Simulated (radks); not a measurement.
Question: C4.75+, 1.25 electrons, occupied as 2s(up 0.5, down 0.5) 1s(up 0.25, down 0) (fractional occupations, a model configuration). Method: scalar-relativistic Kohn-Sham, PBEsol, spin-polarised, spherical densities, finite nucleus; Fermi nuclear charge, rms radius 2.4702 fm; computed with a radial shooting solver on a logarithmic mesh with Libxc functionals. Some entries of the table are withheld. Estimate them.

orbital,occ.,eigenvalue (hartree),<r^2> (bohr^2)
1s up,0.25,(1),(2)
2s up,0.5,-3.85881,(3)
2s down,0.5,-3.82214,(4)

Answer: 
(1) 1s up eigenvalue (hartree): -17.44228
(2) 1s up <r^2> (bohr^2): 0.08078
(3) 2s up <r^2> (bohr^2): 1.216
(4) 2s down <r^2> (bohr^2): 1.238
